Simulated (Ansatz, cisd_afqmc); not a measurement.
Species: BeCl, charge 1, singlet. BeCl+ (SMILES [Be+][Cl]).
B3LYP-D3(BJ)/def2-TZVP minimum from Ansatz (a first-principles code):
```xyz
2

Be     0.0000     0.0000    -1.3984
Cl     0.0000     0.0000     0.3290
```
Charge +1, spin multiplicity 1.

Total energies in def2-SVP, 8 correlated electrons, 6 frozen orbitals. Radicals and triplets start from unrestricted determinants; spin-orbit coupling is neglected. Correlated methods leave the cores frozen. No relativity. AFQMC is phaseless with a CISD trial state; ± is one standard error, without the phaseless bias. Outlying blocks are dropped, and bars are widened where a walk drifts. Over all cases where full CI ran beside it in this data, AFQMC minus full CI had a median of +0.1 mEh and passed +0.4 mEh in a tenth of the cases. The spin of BeCl+ ([Be+][Cl], singlet) was assumed, and the state is the lowest solution found for it.

```
method         program         energy (Eh)  error against FCI (mEh)
----------  ----------  ------------------  -----------------------
HF              Ansatz          -473.68238                   166.32
MP2             Ansatz          -473.83117                    17.52
CCSD            Ansatz          -473.84380                     4.89
CCSD(T)         Ansatz          -473.84802                     0.67
CCSDT(Q)        Ansatz          -473.84874                    -0.05
CCSDTQ          Ansatz          -473.84871                    -0.02
AFQMC/CISD  cisd_afqmc  -473.8489 ± 0.0002               -0.2 ± 0.2
FCI             Ansatz          -473.84869                     0.00
```

Rough core times of Ansatz's runs on a shared machine: CCSD(T) under 20 s, CCSDT(Q) under 20 s, CCSDTQ under 20 s, FCI 30 s.
